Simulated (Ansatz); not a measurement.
`[CH3][SnH2][N]=C=O` + H–F → `O=C=[N][SnH2][F]` + CH₄  (ligand exchange at the Sn–C bond)

Program: Ansatz. Geometries: PBE0-D4/def2-TZVP. ΔE: electronic, gas phase. CBS: MP2 limit from def2 TZ/QZ plus the TZ coupled-cluster correction, frozen cores. This one scheme is used for every species. DFT in def2-TZVPP. B3LYP here is the variant with VWN-RPA as its local correlation; programs differ in this. def2 core potentials past Kr. For Sn outer-core shells are correlated without core-valence functions, which leaves a few kJ/mol of doubt a bond. One conformer a species, not always the lowest.

```json
{"level": "LDA (SPW92)", "ΔE (kJ/mol)": "-65.6", "difference from CCSD(T)/CBS": "1.6"}
{"level": "r2SCAN-D4", "ΔE (kJ/mol)": "-83.0", "difference from CCSD(T)/CBS": "-15.8"}
{"level": "B97M-V", "ΔE (kJ/mol)": "-93.1", "difference from CCSD(T)/CBS": "-25.9"}
{"level": "PBE0-D4", "ΔE (kJ/mol)": "-69.4", "difference from CCSD(T)/CBS": "-2.2"}
{"level": "B3LYP-D4", "ΔE (kJ/mol)": "-81.1", "difference from CCSD(T)/CBS": "-13.9"}
{"level": "BHLYP-D4", "ΔE (kJ/mol)": "-80.1", "difference from CCSD(T)/CBS": "-12.9"}
{"level": "ωB97M-V", "ΔE (kJ/mol)": "-76.0", "difference from CCSD(T)/CBS": "-8.8"}
{"level": "CCSD/def2-SVP", "ΔE (kJ/mol)": "-84.4", "difference from CCSD(T)/CBS": "-17.2"}
{"level": "CCSD(T)/def2-TZVPP", "ΔE (kJ/mol)": "-64.3", "difference from CCSD(T)/CBS": "2.9"}
{"level": "SCS-MP2/def2-QZVPP", "ΔE (kJ/mol)": "-71.2", "difference from CCSD(T)/CBS": "-4.0"}
{"level": "CCSD(T)/CBS", "ΔE (kJ/mol)": "-67.2", "difference from CCSD(T)/CBS": "0"}
```

Largest T1 diagnostic among the species: 0.016.

Leaving LDA and LC-ωPBE aside and taking each functional with its dispersion term where it has one, the values, not all of them listed here, spread over 26.5 kJ/mol, from B97M-V to PBE-QIDH. LDA lies +12.5 kJ/mol from PBE without D4. In def2-TZVPP, CCSD(T) changes the Hartree–Fock value by +25.9 kJ/mol (the triples alone add +1.5 kJ/mol) and MP2 by +30.1 kJ/mol.
